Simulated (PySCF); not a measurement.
C₇H₁₈O₃Si: calculation and literature

Geometry:
| atom | x (Å) | y (Å) | z (Å) |
| --- | --- | --- | --- |
| C1 | -2.412 | -2.649 | 1.070 |
| C2 | -2.267 | -1.438 | 0.178 |
| O3 | -0.967 | -1.399 | -0.359 |
| Si4 | -0.150 | -0.068 | -0.893 |
| C5 | -0.527 | 0.392 | -2.646 |
| O6 | -0.564 | 1.139 | 0.173 |
| C7 | -0.076 | 2.457 | 0.123 |
| C8 | -0.353 | 3.150 | 1.436 |
| O9 | 1.465 | -0.402 | -0.813 |
| C10 | 2.102 | -0.909 | 0.340 |
| C11 | 3.588 | -1.005 | 0.090 |
| H12 | -1.700 | -2.596 | 1.908 |
| H13 | -3.431 | -2.712 | 1.481 |
| H14 | -2.205 | -3.571 | 0.505 |
| H15 | -3.008 | -1.485 | -0.643 |
| H16 | -2.472 | -0.514 | 0.747 |
| H17 | 0.062 | 1.266 | -2.962 |
| H18 | -0.286 | -0.442 | -3.322 |
| H19 | -1.594 | 0.637 | -2.763 |
| H20 | 1.011 | 2.461 | -0.085 |
| H21 | -0.560 | 3.011 | -0.705 |
| H22 | 0.003 | 4.192 | 1.414 |
| H23 | -1.433 | 3.155 | 1.646 |
| H24 | 0.151 | 2.626 | 2.262 |
| H25 | 1.900 | -0.253 | 1.207 |
| H26 | 1.686 | -1.902 | 0.588 |
| H27 | 3.792 | -1.665 | -0.766 |
| H28 | 4.108 | -1.407 | 0.973 |
| H29 | 4.007 | -0.013 | -0.140 |

The experiment to reproduce: δ 29Si Si4 -44.1 ppm (measured; liquid, neat; T. M. Alam, M. Henry, Phys. Chem. Chem. Phys. (a906445a), supplement).
δ 29Si Si4 -43.3 ppm (measured; solution, ethanol; T. M. Alam, M. Henry, Phys. Chem. Chem. Phys. (a906445a), supplement).

[PySCF 2.14.0 with density-fitted response routines: geometry from PBE0-D3(BJ)/def2-SVP; shielding tensors at KT3/pcSseg-1 (GIAO); rapidly exchanging positions averaged; one computed conformer; relativity neglected; no solvent]

Question: How close does the calculation come?

Answer: 
Reference values: measured (liquid, neat; T. M. Alam, M. Henry, Phys. Chem. Chem. Phys. (a906445a), supplement).
```tsv
atoms	quantity	reference	computed
Si4	δ 29Si vs TMS (internal)	-44.1	-45.1
```

Reference values: measured (solution, ethanol; T. M. Alam, M. Henry, Phys. Chem. Chem. Phys. (a906445a), supplement).
| atoms | quantity | reference | computed |
| --- | --- | --- | --- |
| Si4 | δ 29Si vs TMS (internal) | -43.3 | -45.1 |

Computed shifts are σ(ref) − σ with the named reference compound (TMS for H and C) calculated as an isolated molecule at the same level.

Question: How far are the unscaled 29Si shifts from the references?

Answer: Mean signed difference -1.40 ppm, mean absolute 1.40 ppm over 2 comparisons; the largest is -1.8 ppm at Si4 (silicon bonded to C, 3 O).
